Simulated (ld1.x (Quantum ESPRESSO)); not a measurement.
# zinc: excitation energies, all-electron against TM

- Element: Zn (Z = 30)
- Generator: ld1.x (Quantum ESPRESSO) 7.5
- Type: norm-conserving Troullier–Martins (Kleinman–Bylander form)
- Functional: PBE
- Relativity: fully relativistic
- Frozen core: [Ar]
- Valence charge: 12
- Reference configuration: 3d10 4s2 4p0
- Partial waves: 4p (bound, empty): rc 2.35 bohr; 3d (bound): rc 1.00 bohr; 4s (bound): rc 2.05 bohr
- Local potential: the s channel
- Core correction: a·sin(br)/r model core inside 0.65 bohr

Open shells are filled in proportion to 2j + 1 (rel_dist='average').

Energies are relative to the spin-unpolarised reference configuration 3d10 4s2 4p0; without spin polarisation the order of configurations can differ from experiment. Not all tests gave a result: 3 of 7 tests not solved or not reliable. Left out of the table: 3d10 4s1 4p0 (solver errors, printed error -7.8 meV); 3d10 4s0 4p0 (solver errors, printed error -51 meV); 3d9 4s2 4p1 (solver errors, printed error -474 meV).

| valence configuration | charge | ΔE all-electron (eV) | error AE − PS (meV) |
| --- | --- | --- | --- |
| 3d9 4s0 4p0 | +3 | 68.865 | -441 |
| 3d10 4s0 4p2 | 0 | 10.556 | -12 |
| 3d9 4s2 4p0 | +1 | 17.901 | -415 |
| 3d10 4s0 4p1 | +1 | 16.211 | -19 |
